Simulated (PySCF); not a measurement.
# A small calculation by hand: oscillator strength and radiative lifetime

C2H5FN2Si, SMILES N[Si@@H]1C=N[C@@H]1F.

The structure is a stationary point at PBE0-D3(BJ)/def2-SVP. The structure was generated by enumeration; whether it is a known compound was not checked. The values are those of a single conformer.

TDDFT-M06-2X/def2-SVPD (PySCF 2.14.0) puts the first singlet state with f over 0.02 at 6.70 eV (vertical), with the transition dipole (0.068, -0.304, -0.211) in atomic units.

Task: Find the oscillator strength, the wavelength and the radiative lifetime that this transition would have in vacuum if emission retraced absorption.

Result: 
|μ|² = 0.1416 au, so |μ| = 0.96 D. ΔE = 6.70/27.211 = 0.2462 hartree. f = (2/3) ΔE |μ|² = 0.023 (the program prints 0.023).
λ = 1239.84/6.70 = 185 nm; ν = 54039 cm⁻¹.
Einstein's coefficient A = 0.6670 ν² f s⁻¹ (ν in cm⁻¹) = 4.5e7 s⁻¹, so τ = 1/A = 22 ns. This state is S4; the lower singlets have f = 0.000, 0.001, 0.017. The figure is the radiative limit of this one transition; relaxation, internal conversion, crossing to triplets and a medium change what is measured.
